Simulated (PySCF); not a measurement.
**Shapes and spin states of TiF₂**

Computed with PySCF, PBE0, basis Ti def2-TZVP, F def2-TZVP (no relativity, density fitting).

Relaxations began from a few typed shapes and spin states; open shells are unrestricted. The search is not exhaustive: other isomers or separated fragments can lie lower, and high-lying points may rest on an excited occupation.

Q: Which is the lowest minimum found?
A. singlet (closed shell, unstable to spin polarisation) D∞h: Ti–F 1.825 Å (×2); F–Ti–F 180.0°
B. triplet C2v: Ti–F 1.792 Å (×2); F–Ti–F 139.4°
C. triplet D∞h: Ti–F 1.806 Å (×2); F–Ti–F 180.0°
D. broken-symmetry Ms = 0 (⟨S²⟩ 0.99) D∞h: Ti–F 1.815 Å (×2); F–Ti–F 180.0°
E. singlet (closed shell, unstable to spin polarisation) C2v: Ti–F 1.782 Å (×2); F–Ti–F 133.4°

A: B. The others lie at 7.8 (triplet D∞h, a saddle point), 47.7 (broken-symmetry Ms = 0 D∞h, a saddle point), 118.9 (singlet D∞h), 121.9 (singlet C2v, a saddle point) kJ/mol above it.

Formally Ti is in oxidation state +2, d2, with 2 unpaired electrons (the high-spin count). The Mulliken spin on Ti is 2.04. The polar-tensor charge on Ti, 1.46, is below the formal one.

For the lowest minimum: with open d or f shells other occupations or spin states may lie lower.

The electron or spin density has lower symmetry than the nuclear frame for the broken-symmetry Ms = 0 (⟨S²⟩ 0.99) D∞h at 47.7 kJ/mol.
